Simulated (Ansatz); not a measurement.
An input meant for SbMe2Cl (C2H6ClSb) (charge 0, singlet; scaled by 0.96).

```yaml
crystal:
  periodic: [false, false, false]
  atoms:
    - {symbol: Sb, position_ang: [-0.316625, -0.551273, 1.127239]}
    - {symbol: C, position_ang: [1.465103, -0.515539, 0.014537]}
    - {symbol: H, position_ang: [1.963077, 0.409809, 0.183934]}
    - {symbol: H, position_ang: [1.226436, -0.614974, -1.015911]}
    - {symbol: H, position_ang: [2.095592, -1.315794, 0.315346]}
    - {symbol: C, position_ang: [-1.177011, 1.009657, 0.015477]}
    - {symbol: H, position_ang: [-2.203212, 1.106948, 0.271336]}
    - {symbol: H, position_ang: [-1.085879, 0.788174, -1.019396]}
    - {symbol: H, position_ang: [-0.670434, 1.918852, 0.238032]}
    - {symbol: Cl, position_ang: [-1.297048, -2.235860, -0.130594]}
basis:
  gaussian: {orbitals: STO-3G}
magnetization: {spin_polarized: true, initial_magnetization: 6}
hamiltonian: {xc: {name: r2SCAN0}, dispersion: d3bj}
scf: {lower_state_search: light}
```

```sh
$ ansatz run in.yaml --threads 2 --pin off --events-out ev --progress --plain --max-ram 4352MiB
```

It prints (some lines left out):

```
Warning: the engine holds no damping parameters fitted to this dispersion correction and functional, so the run takes those fitted to r2scan0 beside the three-body term, which d3bj leaves out (hamiltonian.dispersion, under Limitations)
Functional definition: r2SCAN0
602 factors; integrals over basis functions are off by at most 2.5e-5 eV
mean field evaluation 1: about -184681.3389 eV, gradient 8.2e0 eV
mean field evaluation 2: about -184681.5025 eV, gradient 8.3e0 eV
mean field evaluation 4: about -184682.3970 eV, gradient 3.1e-1 eV
mean field evaluation 8: about -184682.4303 eV, gradient 4.2e-2 eV
mean field evaluation 16: about -184682.4305 eV, gradient 4.9e-4 eV
mean field evaluation 32: about -184682.4029 eV, gradient 1.3e0 eV
mean field -184682.43048809 eV, -6786.9541381898 hartree, gradient 1.9e-5 eV, S^2 12.004788; 4 other end points of the search recorded, 0 dependent functions left out
reference -184682.43049335 eV, -6786.9541383832 hartree; 46, 40 occupied and 6, 12 virtual orbitals, 602 factors
Total energy: -184682.51612815 eV, -6786.9572854039 hartree
```

In this input the spin is set far too high (6 unpaired electrons typed, 0 in the singlet as meant). Self-consistency was reached. The result belongs to that input, not to the species as meant.
